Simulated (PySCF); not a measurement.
methyl 2,2-dimethylpropanoate (C6H12O2), SMILES COC(=O)C(C)(C)C.

Coordinates come from a r2SCAN-D4/def2-SVP optimisation.

These are PySCF with TDDFT-B3LYP/def2-SVP values and carry that method's errors.

Vertical excitations. The molecule is in vacuum.

Computed UV-visible absorptions:
```tsv
state	energy (eV)	λ (nm)	f	main pairs
S1	5.77	215	0.003	HOMO→LUMO 99 %
S2	7.84	158	0.002	HOMO→LUMO+1 83 %, HOMO−1→LUMO 13 %
S3	8.01	155	0.085	HOMO−1→LUMO 70 %, HOMO→LUMO+1 16 %
S4	8.17	152	0.004	HOMO−2→LUMO 89 %
S5	8.45	147	0.049	HOMO−3→LUMO 84 %
S6	8.48	146	0.000	HOMO−4→LUMO 89 %
S7	8.65	143	0.040	HOMO→LUMO+2 88 %
S8	8.79	141	0.005	HOMO−1→LUMO+1 94 %
S9	9.16	135	0.005	HOMO−6→LUMO 95 %
S10	9.20	135	0.063	HOMO→LUMO+3 93 %
T1	5.22	238	0	HOMO→LUMO 98 %
T2	6.06	205	0	HOMO−1→LUMO 87 %
T3	7.75	160	0	HOMO−4→LUMO 49 %, HOMO−2→LUMO 46 %
T4	7.77	160	0	HOMO→LUMO+1 94 %
```
Triplets are in the Tamm–Dancoff approximation, which puts them higher than full response would, so one can lie above its singlet here.
